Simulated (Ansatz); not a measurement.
Compare A (`[GeH3][CH]1N=CO1`) with its isomer B (`NC1=[CH][GeH2][O]1`).

Calculated with Ansatz (gas phase, PBE0-D4/def2-TZVP geometries, no zero-point term in ΔE). CCSD(T)/CBS adds triple-zeta CCSD(T) − MP2 to the extrapolated MP2 energy (def2 sets, frozen cores). Functionals use def2-TZVPP. B3LYP here is the variant with VWN-RPA as its local correlation; programs differ in this. For Ge outer-core shells are correlated without core-valence functions, which leaves a few kJ/mol of doubt a bond. Scalar relativity is left out up to krypton. Each species was taken in one conformer, which may not be the lowest.

Which is lower in electronic energy at CCSD(T)/CBS, and by how much? (Best estimate.)

Ansatz gave: B, by 134.8 kJ/mol.

Give E(B) − E(A) in kJ/mol with B2PLYP, B3LYP-D4, ωB97M-V, CCSD/def2-TZVPP, MP2/def2-TZVPP, HF/def2-TZVPP, CCSD(T)/def2-TZVPP. (Estimate.)

The calculation gave: B2PLYP -137.2, B3LYP-D4 -137.0, ωB97M-V -136.8, CCSD/def2-TZVPP -131.3, MP2/def2-TZVPP -138.4, HF/def2-TZVPP -146.2, CCSD(T)/def2-TZVPP -128.4. None reverses the order clearly.

Largest T1 diagnostic: 0.014.

In def2-TZVPP, CCSD(T) changes the Hartree–Fock value by +17.8 kJ/mol (the triples alone add +2.9 kJ/mol) and MP2 by +7.8 kJ/mol. From PBE to PBE0 (25 % exact exchange), in def2-TZVPP and without D4, E(B) − E(A) moves by −9.4 kJ/mol.
